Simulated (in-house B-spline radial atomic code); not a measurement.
A fraction x of an electron is removed from 3p in neutral aluminium, starting from [Ne] 3s2 3p1 and keeping the highest spin. Computed with an all-electron radial atomic-structure program (B-spline basis): scalar-relativistic (X2C) revTPSS, spin-polarised, spherical fractional occupations, Fermi nucleus of rms radius 3.061 fm.

```json
{"x": "0", "E(x) - E(0) (eV)": "0.0000", "3p up level (eV)": "-2.991"}
{"x": "0.07", "E(x) - E(0) (eV)": "0.2228", "3p up level (eV)": "-3.377"}
{"x": "0.22", "E(x) - E(0) (eV)": "0.7926", "3p up level (eV)": "-4.225"}
{"x": "0.36", "E(x) - E(0) (eV)": "1.4409", "3p up level (eV)": "-5.041"}
{"x": "0.46", "E(x) - E(0) (eV)": "1.9746", "3p up level (eV)": "-5.636"}
{"x": "0.5", "E(x) - E(0) (eV)": "2.2049", "3p up level (eV)": "-5.877"}
{"x": "0.57", "E(x) - E(0) (eV)": "2.6312", "3p up level (eV)": "-6.302"}
{"x": "0.67", "E(x) - E(0) (eV)": "3.2920", "3p up level (eV)": "-6.917"}
{"x": "0.87", "E(x) - E(0) (eV)": "4.8001", "3p up level (eV)": "-8.168"}
{"x": "0.93", "E(x) - E(0) (eV)": "5.3016", "3p up level (eV)": "-8.549"}
{"x": "1", "E(x) - E(0) (eV)": "5.9157", "3p up level (eV)": "-"}
```

The exact functional would give a straight line between the two integer points. Deviations E(x) - E(0) - x[E(1) - E(0)], in eV: -0.191 at x = 0.07, -0.509 at x = 0.22, -0.689 at x = 0.36, -0.747 at x = 0.46, -0.753 at x = 0.5, -0.741 at x = 0.57, -0.672 at x = 0.67, -0.347 at x = 0.87, -0.2 at x = 0.93.

The curve lies below the straight line by up to 0.753 eV (at x = 0.5): convex, the delocalisation error that favours fractional charges.

(1) How well does Slater's transition state (minus the level at half occupation) give the ionisation energy?

## Answers

(1) It gives 5.877 eV against 5.916 eV from the two total energies; NIST lists 5.99 eV, ground level to ground level.
